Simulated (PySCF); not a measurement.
Molecule: SMILES O[B@@H-]1[N@H+](CC)[BH2-][NH2+]1, C2H12B2N2O.

Cartesian coordinates in Å; atom numbers follow the order of the lines, from 1:
```xyz
19

C    -2.4444   -0.0300   -0.2023
C    -1.0362   -0.2507   -0.7363
N    -0.0669   -0.4328    0.3397
B     0.3758    0.8344    1.1930
N     1.8423    0.7901    0.5835
B     1.4945   -0.5955   -0.0948
O     1.7069   -0.4938   -1.4962
H    -3.1369    0.1405   -1.0226
H    -2.7828   -0.8991    0.3595
H    -2.4614    0.8337    0.4567
H    -0.7145    0.6079   -1.3266
H    -1.0210   -1.1314   -1.3895
H    -0.3834   -1.1986    0.9231
H    -0.2058    1.8242    0.8988
H     0.3898    0.5829    2.3526
H     2.0090    1.4942   -0.1249
H     2.6153    0.8016    1.2354
H     1.9819   -1.5327    0.4637
H     1.8281   -1.3355   -1.9258
```

Frames of a GFN2-xTB Langevin trajectory at 300 K; GIAO PBE0/pcSseg-1 shieldings in PySCF 2.14, gas phase, non-relativistic; equivalent atoms averaged within each frame.

δ = σ(ref) − σ, references computed at the same level: 13C (σ = 186.93 ppm), 1H (σ = 31.72 ppm) vs TMS; NH3 for 15N (σ = 267.73 ppm); 11B (σ = 100.07 ppm) vs BF3·OEt2; 17O (σ = 336.08 ppm) vs H2O. The references are static minima.

How do the shifts (ppm) fluctuate along the trajectory?

## Answers


```tsv
time (fs)	C2	C1	N3	N5	B6	B4	O7	H11	H12	H18
optimised geometry	43.6	15.5	60.7	42.5	-5.1	-16.2	48.2	2.88	2.69	3.69
250	55.4	7.8	66.2	45.1	0.8	-14.2	59.5	5.15	3.96	3.82
425	44.5	11.7	63.3	34.4	-3.6	-13.0	55.6	2.45	3.52	3.97
625	47.0	16.0	66.1	48.8	-1.6	-16.2	70.3	3.82	3.38	3.98
800	45.0	9.1	61.2	52.1	-4.0	-10.7	45.6	4.02	3.73	3.45
1000	39.7	18.9	53.1	31.8	-2.6	-14.1	44.1	3.07	2.17	4.32
mean of frames	46.3	12.7	62.0	42.4	-2.2	-13.6	55.0	3.70	3.35	3.91
standard deviation	5.7	4.7	5.4	8.9	1.9	2.0	10.8	1.02	0.70	0.31
```

5 frames give an uncertainty of the mean of about the standard deviation over 2.2 at best, since frames this close in time may not be independent; classical motion lacks zero-point vibration, and the reference would need the same averaging.
